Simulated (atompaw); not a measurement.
**Reading a pseudo-wave (Zr)**

Columns: radius, all-electron u(r) and pseudo u(r) of the 5s shell (level -7.11 eV) of zirconium in the configuration [Ar] 3d10 4s2 4p6 4d2 5s1.5 5p0; PBE, scalar-relativistic, PAW (atompaw) scheme, atompaw 4.2.0.5.

```tsv
r (bohr)	all-electron	pseudo
0.104	-0.1135	-0.0221
0.208	0.0375	-0.0428
0.312	0.1706	-0.0609
0.415	0.1403	-0.0752
0.519	0.0211	-0.0848
0.623	-0.1101	-0.0888
0.727	-0.2121	-0.0864
0.831	-0.2712	-0.0772
0.935	-0.2881	-0.0610
1.038	-0.2698	-0.0382
1.142	-0.2247	-0.0086
1.246	-0.1613	0.0271
1.350	-0.0871	0.0680
1.454	-0.0080	0.1132
1.558	0.0716	0.1615
1.662	0.1485	0.2118
1.765	0.2200	0.2621
1.869	0.2862	0.3123
1.973	0.3457	0.3607
2.077	0.3983	0.4060
2.181	0.4440	0.4474
2.285	0.4829	0.4842
2.388	0.5152	0.5156
2.492	0.5419	0.5420
2.596	0.5631	0.5631
2.700	0.5794	0.5794
```

Task: How many radial nodes do the two functions have?

Result: The all-electron 5s function has n − l − 1 = 4 (the table is too coarse to show those close to the nucleus); the pseudo-wave has 1, since 1 lower shell of the same l stays in the valence.

Task: Is the pseudo-wave norm-conserving?

Result: No, it belongs to a PAW set: the norm inside the radius is not constrained, and the difference is carried by the augmentation charge.
